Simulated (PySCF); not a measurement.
A structure optimised at PBE-D3(BJ)/def2-SVP, used in a PySCF frequency run:

```
O
Si 1 1.7044
Ge 1 1.7415 2 130.45
F 3 1.7254 1 111.21 2 120.20
F 3 1.7254 4 107.36 1 -121.86
F 3 1.7325 4 108.37 5 -116.86
H 2 1.4967 1 105.47 3 -180.00
H 2 1.5013 7 110.68 1 -119.03
H 2 1.5013 7 110.68 8 -121.95
```

### Question
Write its SMILES and formula.

### Answer
[F][Ge]([F])([F])[O][SiH3], F3GeH3OSi

### Question
What are its rotational constants (standard atomic weights)?

### Answer
3.3065, 1.2215, 1.2212 GHz
